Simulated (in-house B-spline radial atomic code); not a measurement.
A fraction x of an electron is removed from 5p in Cs⁵⁺, starting from [Kr] 4d10 5s2 5p2 and keeping the highest spin. Method: scalar-relativistic (X2C) r2SCAN, spin-polarised, spherical fractional occupations, Fermi nucleus of rms radius 4.8041 fm. Calculated with an all-electron radial atomic-structure program (B-spline basis).

```
   x  E(x) - E(0) (eV)  5p up level (eV)
   0            0.0000           -64.188
0.01            0.6425           -64.303
 0.2           13.0680           -66.493
0.29           19.0991           -67.532
 0.5           33.5354           -69.957
0.54           36.3429           -70.419
0.67           45.5949           -71.920
0.75           51.3855           -72.844
0.96           66.9370           -75.265
   1           69.9569           -75.725
```

The exact functional would give a straight line between the two integer points. Deviations E(x) - E(0) - x[E(1) - E(0)], in eV: -0.057 at x = 0.01, -0.923 at x = 0.2, -1.188 at x = 0.29, -1.443 at x = 0.5, -1.434 at x = 0.54, -1.276 at x = 0.67, -1.082 at x = 0.75, -0.222 at x = 0.96.

The curve lies below the straight line by up to 1.443 eV (at x = 0.5): convex, the delocalisation error that favours fractional charges.

Task: How well does Slater's transition state (minus the level at half occupation) give the ionisation energy?

Result: It gives 69.957 eV against 69.957 eV from the two total energies; NIST lists 69.10 eV, ground level to ground level.
